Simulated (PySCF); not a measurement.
**Electron correlation in Ti (titanium, neutral)**

[Ar] 3d2 4s2, high-spin 3F determinant. All numbers are calculated (PySCF 2.14, the spin-free X2C one-electron Hamiltonian (Gaussian nucleus), in aug-cc-pwCVTZ-DK (10s9p7d4f3g, 127 functions)). Frozen: [Ar]; 4 electrons correlated.

MP2 pair energies summed by pair of shells (mhartree):

| pair | energy | share (%) |
| --- | --- | --- |
| 4s-4s | -21.78 | 51.1 |
| 3d-4s | -15.30 | 35.9 |
| 3d-3d | -5.51 | 12.9 |

Total MP2 correlation energy: -42.59 mhartree.

Same-spin part -11.55 and opposite-spin part -31.04 mhartree; SCS-MP2 scales them by 1/3 and 6/5 to -41.10 mhartree.
